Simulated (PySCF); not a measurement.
## Choosing a basis for TDDFT

Species: C2H9GeN.
Bonds: C1–N2, N2–Ge3, Ge3–C4. Hydrogens: H5, H6, H7 on C1; H8 on N2; H9, H10 on Ge3; H11, H12, H13 on C4.

TDDFT with PBE0 (PySCF), vertical singlets, core orbitals frozen in the response, spherical d and f functions. One conformer (not necessarily the lowest) at the PBE0-D3(BJ)/def2-SVP geometry, without solvent, vibrations or thermal averaging. The PBE0/6-31G* calculation is non-relativistic and has no spin–orbit coupling, an omission that weighs most on germanium.

```json
{"basis": "6-31G*", "functions": "92", "diffuse": "no", "S1 (eV)": "6.03", "S2 (eV)": "6.76", "S3 (eV)": "7.56", "S4 (eV)": "8.20", "S5 (eV)": "8.41", "LUMO (eV)": "1.30", "α (au)": "54.0"}
{"basis": "def2-SVP", "functions": "119", "diffuse": "no", "S1 (eV)": "6.19", "S2 (eV)": "6.72", "S3 (eV)": "7.54", "S4 (eV)": "7.80", "S5 (eV)": "8.01", "LUMO (eV)": "1.42", "α (au)": "56.8"}
{"basis": "def2-SVPD", "functions": "170", "diffuse": "yes", "S1 (eV)": "5.71", "S2 (eV)": "6.17", "S3 (eV)": "6.56", "S4 (eV)": "6.91", "S5 (eV)": "7.23", "LUMO (eV)": "0.55", "α (au)": "66.3"}
{"basis": "aug-cc-pVDZ", "functions": "186", "diffuse": "yes", "S1 (eV)": "5.24", "S2 (eV)": "5.62", "S3 (eV)": "6.01", "S4 (eV)": "6.07", "S5 (eV)": "6.32", "LUMO (eV)": "-0.08", "α (au)": "68.1"}
{"basis": "def2-TZVP", "functions": "195", "diffuse": "no", "S1 (eV)": "5.92", "S2 (eV)": "6.43", "S3 (eV)": "7.08", "S4 (eV)": "7.39", "S5 (eV)": "7.57", "LUMO (eV)": "0.95", "α (au)": "63.9"}
{"basis": "def2-TZVPD", "functions": "246", "diffuse": "yes", "S1 (eV)": "5.52", "S2 (eV)": "5.90", "S3 (eV)": "6.43", "S4 (eV)": "6.55", "S5 (eV)": "6.89", "LUMO (eV)": "0.32", "α (au)": "67.6"}
```

Q: Compare the sets with the largest diffuse one.

A: States are compared by their number. Against the largest diffuse basis here (def2-TZVPD, itself not a converged limit), sets without diffuse functions differ by up to 0.67 eV in S1 and 1.52 eV in S5; the smaller diffuse sets differ by up to 0.28 and 0.58 eV. State by state, the largest deviation of a set without diffuse functions is S1 0.67, S2 0.86, S3 1.13, S4 1.64, S5 1.52 eV. The same number needn't mean the same state in each row. Against def2-TZVPD the polarisability deviates by -20% in 6-31G*, -16% in def2-SVP, -2% in def2-SVPD, +1% in aug-cc-pVDZ, -5% in def2-TZVP.

Without π bonds the low states are Rydberg-like; a valence basis with one diffuse set may place them up to an eV too high.
